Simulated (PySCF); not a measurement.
# Electron correlation in Kr²⁺ (krypton, charge +2)

[Ar] 3d10 4s2 4p4, high-spin 3P determinant. All numbers are calculated (PySCF 2.14, no relativity, point nucleus, in 6-31G*). Frozen: [Ar] 3d10; 6 electrons correlated.

MP2 pair energies summed by pair of shells (mhartree):

```csv
pair,energy,share (%)
4p-4p,-36.88,50.3
4s-4p,-31.33,42.7
4s-4s,-5.09,6.9
```

Total MP2 correlation energy: -73.31 mhartree.

Same-spin part -18.03 and opposite-spin part -55.28 mhartree; SCS-MP2 scales them by 1/3 and 6/5 to -72.34 mhartree.

| level | correlation energy (mhartree) |
| --- | --- |
| CCSD | -89.13 |
| (T) | -0.86 |
| CCSD(T) | -89.99 |

Diagnostics: T1 = 0.0057, D1 = 0.0193, largest double amplitude 0.053.

Is a single reference adequate?

Yes, within this model without spin-orbit coupling: T1 lies below 0.03 and no double amplitude reaches 0.07.
